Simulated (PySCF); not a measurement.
CdN: frontier orbitals

PBE0 at R = 2.455 Å; Cd cc-pVDZ-PP with ECP28, N cc-pVDZ; scalar-relativistic core potentials (PySCF 2.14). State: ⁴Σ⁻ (quartet), unpaired electrons σ ↑, π ↑↑. Only the outer orbitals are listed, counted within each symmetry, core potentials removing the inner ones.

```csv
spin,orbital,occ.,ε (eV),on Cd (%),main shells (%)
α,6σ,1,-9.62,19,"81 N p, 14 Cd s"
α,3π,1,-9.48,2,98 N p
α,3π,1,-9.48,2,98 N p
α,7σ,1,-6.12,89,"82 Cd s, 11 N p"
α,4π,0,-0.72,99,99 Cd p
α,4π,0,-0.72,99,99 Cd p
α,8σ,0,0.40,101,96 Cd p
β,6σ,1,-6.81,76,"75 Cd s, 22 N p"
β,7σ,0,-2.57,44,"56 N p, 22 Cd p, 21 Cd s"
β,3π,0,-2.10,29,"71 N p, 28 Cd p"
β,3π,0,-2.10,29,"71 N p, 28 Cd p"
```

Problem. Which are the highest filled and the lowest empty level, where do they sit, and how wide is the gap?

Solution. Highest filled α 7σ at -6.12 eV (in %: 82 Cd s, 11 N p); lowest empty β 7σ at -2.57 eV (in %: 56 N p, 22 Cd p, 21 Cd s); the gap at PBE0 is 3.55 eV.

```json
{"bond order (Mayer)": "0.54", "⟨S²⟩": "3.771", "charge on Cd (Mulliken, basis-dependent)": "0.11", "charge on Cd (Löwdin, basis-dependent)": "0.05", "dipole moment (positive dipole means Cd(−)N(+))": "-0.61 D", "polarisability along the bond": "80.1 bohr³", "polarisability across the bond": "49.2 bohr³"}
```

Shares are Mulliken populations and can fall outside 0 to 100 %.

Spin–orbit coupling is left out. The state is the lowest determinant that a PBE0 search found; another state may lie lower at other levels.
